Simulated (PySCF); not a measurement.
Computed IR spectrum (relative IR intensity) of a molecule C3H9BO2. Geometry: PBE-D3(BJ)/def2-SVP. The values are those of a single conformer. Level of theory: PBE-D3(BJ)/def2-SVP run with PySCF. No scaling factor is applied to the harmonic values.

ν (cm⁻¹): 487 (w), 581 (m), 733 (m), 749 (w), 903 (w), 940 (m), 993 (m), 1145 (m), 1156 (vs), 1198 (m), 1205 (vw), 1261 (m), 1339 (m), 1359 (s), 1384 (m), 1394 (vw), 1401 (vw), 1412 (w), 1421 (m), 1448 (w), 2821 (m), 2844 (m), 2870 (s), 2917 (m), 3037 (w), 3051 (m), 3061 (w), 3720 (m) (against the strongest line: vs over 80 %, s over 45 %, m over 15 %, w over 4 %, vw less)

**Question.** Which molecule gave these data?
(A) CB(O)[C@@H](C)O
(B) CC(C)OBO
(C) CCOB(C)O
(D) COCB(C)O

**Answer.** D, COCB(C)O
